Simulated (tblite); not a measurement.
C₃H₅B₂F₂P.
SMILES with atom numbers: `[CH:1]#[C:2][B:3]([PH2:4])[CH2:5][B:6]([F:7])[F:8]` (hydrogens: H9 on C1; H10, H11 on P4; H12, H13 on C5)

Computed with GFN2-xTB (tblite), gas phase: L-BFGS steps from a force-field or distance-geometry start until the largest atomic force falls under 0.01 eV/Å.

Step 18: E = -637.4675 eV
```
atom  x, y, z in Å  |  force x, y, z in eV/Å
C1      2.5453   -1.5034   -0.5767    0.091  -0.011  -0.050
C2      1.4674   -1.0786   -0.2503   -0.035  -0.030  -0.113
B3      0.1395   -0.4752    0.0491   -0.201   0.152   0.162
P4     -1.4728   -1.3695   -0.3512   -0.004  -0.055   0.176
C5      0.1038    1.0586    0.4988   -0.137   0.152  -0.041
B6     -0.9751    1.8328   -0.3506   -0.037   0.117  -0.028
F7     -1.0734    1.6639   -1.6583   -0.022   0.120   0.040
F8     -1.8704    2.6767    0.1404    0.155  -0.168  -0.043
H9      3.4848   -1.8472   -0.8777    0.256  -0.160  -0.017
H10    -2.1597   -0.9935    0.7985   -0.038  -0.073  -0.099
H11    -1.1644   -2.6497    0.0868    0.006   0.054   0.027
H12     1.0909    1.5017    0.3265   -0.103  -0.020   0.096
H13    -0.1201    1.1837    1.5631    0.069  -0.079  -0.109
```

Step 19: E = -637.4768 eV
```
atom  x, y, z in Å  |  force x, y, z in eV/Å
C1      2.5426   -1.5048   -0.5732    0.087  -0.019  -0.071
C2      1.4605   -1.0790   -0.2614   -0.023  -0.011  -0.070
B3      0.1327   -0.4752    0.0480   -0.090   0.152   0.059
P4     -1.4671   -1.3850   -0.3431   -0.025  -0.047   0.119
C5      0.0970    1.0603    0.4931   -0.117   0.028  -0.055
B6     -0.9773    1.8426   -0.3549    0.052   0.096  -0.026
F7     -1.0675    1.7053   -1.6669    0.004   0.074   0.053
F8     -1.8687    2.6805    0.1451    0.052  -0.094   0.008
H9      3.4813   -1.8556   -0.8728    0.214  -0.138   0.000
H10    -2.1573   -0.9898    0.7956   -0.066  -0.110  -0.057
H11    -1.1370   -2.6546    0.1082   -0.030   0.054   0.052
H12     1.0884    1.4965    0.3205   -0.159  -0.005   0.149
H13    -0.1321    1.1592    1.5603    0.100   0.022  -0.160
```

Step 20: E = -637.4831 eV
```
atom  x, y, z in Å  |  force x, y, z in eV/Å
C1      2.5412   -1.5069   -0.5718    0.066  -0.016  -0.079
C2      1.4553   -1.0807   -0.2693    0.015   0.006  -0.050
B3      0.1258   -0.4732    0.0459    0.046   0.065  -0.050
P4     -1.4649   -1.3983   -0.3383   -0.007  -0.045   0.067
C5      0.0890    1.0615    0.4873   -0.061  -0.062  -0.063
B6     -0.9778    1.8524   -0.3582    0.098   0.063  -0.038
F7     -1.0618    1.7394   -1.6725    0.024   0.043   0.038
F8     -1.8674    2.6828    0.1493   -0.050  -0.009   0.060
H9      3.4820   -1.8635   -0.8693    0.098  -0.092   0.037
H10    -2.1536   -0.9900    0.7926   -0.111  -0.118   0.000
H11    -1.1161   -2.6572    0.1284   -0.051   0.053   0.060
H12     1.0828    1.4918    0.3192   -0.144   0.022   0.150
H13    -0.1388    1.1421    1.5551    0.076   0.090  -0.130
```

Q: Estimate the geometry and energy of step 21. (The exact step hangs on the optimiser's Hessian estimate; all steps are aligned on step 20, rigid shifts and turns removed.)

A: E = -637.4879 eV, largest force 0.190 eV/Å
```
atom  x, y, z in Å  |  force x, y, z in eV/Å
C1      2.5406   -1.5090   -0.5721    0.035  -0.010  -0.075
C2      1.4522   -1.0818   -0.2752    0.065   0.012  -0.051
B3      0.1207   -0.4708    0.0416    0.132  -0.043  -0.125
P4     -1.4638   -1.4102   -0.3338    0.016  -0.015   0.010
C5      0.0812    1.0610    0.4810   -0.004  -0.097  -0.055
B6     -0.9768    1.8616   -0.3607    0.084   0.047  -0.025
F7     -1.0558    1.7669   -1.6754    0.033   0.029  -0.014
F8     -1.8671    2.6844    0.1538   -0.105   0.045   0.087
H9      3.4838   -1.8709   -0.8660   -0.005  -0.050   0.066
H10    -2.1518   -0.9924    0.7904   -0.143  -0.115   0.049
H11    -1.1005   -2.6580    0.1459   -0.056   0.024   0.074
H12     1.0754    1.4884    0.3211   -0.076   0.054   0.116
H13    -0.1426    1.1312    1.5480    0.023   0.118  -0.056
```

The energy changes by -0.0048 eV. The first-order estimate −F·Δx gives -0.0066 eV and the mean of the old and new forces, exact on a quadratic surface, -0.0048 eV. The step makes an angle of 71° with the force vector and moves no atom by more than 0.028 Å.

What follows is the cost of the whole relaxation. On one thread, Intel Xeon at 2.50 GHz (x86_64), no GPU, on a shared host, this took 2.4 s of wall time.
